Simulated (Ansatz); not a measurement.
The first iterations of a band of BCl$_{2}$H$_{3}$S (7 atoms, charge 0, multiplicity 1).

Theory: RKS PBE0-D4/6-31G* in Ansatz.

* movable images: 7
* climbing image: yes
* spring: 5.0 eV/Å²
* optimiser: quadratic models (default)
* start path: through a guess of the saddle point
* force threshold: 0.05 eV/Å
* iteration limit: 49
* end points: relaxed

First end point:

```xyz
7
Properties=species:S:1:pos:R:3
B 0.059 0.027 -0.037
H -0.040 0.502 1.053
Cl 1.595 0.344 -0.904
Cl -1.445 0.010 -1.028
S 0.291 -2.141 0.626
H -0.918 -2.600 0.255
H -0.078 -1.977 1.909
```

Last end point:

```xyz
7
Properties=species:S:1:pos:R:3
B 0.126 -0.754 -0.698
H -0.172 0.366 2.441
Cl 1.571 0.222 -0.843
Cl -1.445 -0.024 -0.963
S 0.333 -2.487 -0.279
H -0.974 -2.810 -0.277
H 0.024 -0.350 2.492
```

| iteration | highest image above the first end (eV) | largest band force component (eV/Å) |
| --- | --- | --- |
| 1 | 3.701 | 3.866 |
| 2 | 1.921 | 2.091 |
| 3 | 1.530 | 2.658 |
| 4 | 1.144 | 1.327 |
| 5 | 1.173 | 1.019 |

Q: Does the band converge within its limit, and where does its top end?

A: The run converged. It ended after 15 iterations with the highest image 1.059 eV above the first end. The order of the point at the top wasn't checked. The orbitals stay closed-shell, which can raise the energy where a bond breaks towards radicals; this wasn't checked here.

Run time: 6.7 min on 1 thread of Arm Neoverse V1 (shared host), peak memory 0.16 GiB.
